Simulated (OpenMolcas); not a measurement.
**Levels of Hg I by method**

- Program: OpenMolcas
- Basis: ANO-RCC [10s10p9d6f4g2h]
- Scalar Hamiltonian: DKH2, point nucleus
- Active space: 2 electrons in 9 orbitals (RAS2 6s 6p; RAS3 6d, at most 2 electrons)
- State averaging: 2S+1 = 3 even, 3 roots; 2S+1 = 1 even, 6 roots; 2S+1 = 3 odd, 3 roots; 2S+1 = 1 odd, 3 roots
- Spin-orbit coupling: state interaction with AMFI integrals over the reference wave functions, term energies averaged over their components

Methods on the same reference wave functions:
A. RASSCF
B. SS-RASPT2, IPEA 0.25 Eh, imaginary shift 0.1 Eh (closed shells correlated: 5d)

Energies in cm-1 above 6s2 1S0, the measured ground level; measured values from NIST Handbook of Basic Atomic Spectroscopic Data.

```
      Level      A      B  Measured
    6s2 1S0    0.0    0.0       0.0
6s 6p 3P* 0  28060  38950     37645
6s 6p 3P* 1  29714  40570     39412
6s 6p 3P* 2  33391  44280     44043
6s 6p 1P* 1  46463  54010     54069
```

Deviations, from unrounded energies. A percentage is the sum of absolute deviations over the sum of measured energies, with the sign that they share, or ± where signs differ.

```tsv
Against measurement	Levels	A	B
mean absolute deviation (cm-1)	4	9400	690
other configurations (%)	4	-21.4	±1.6
```

B lies closest to measurement on these levels. The largest miss of B in the table is 6s 6p 3P* 0, by +1300 cm-1. The ranking rests on the paired levels alone, and a cruder setting can come out closer through cancelling errors.

The lowest spin-free term lies below A's lowest term by 0.461 hartree in B.

The run also gave levels led by 6s 6d, which use shells meant for correlation; these and all levels above them are left out. Spin-orbit splittings of 6p shells tend to come out small when the coupling is added on scalar orbitals. Computed and measured levels are paired by configuration, term and J; levels that our copy of the source lacks, or whose pairing is in doubt (as where it misses far off the trend of its configuration), stay unpaired and out of the deviations. Levels of configurations outside the active space are missing. The table leaves out levels that lie high or whose names do not pair safely across all columns.

* marks odd parity.
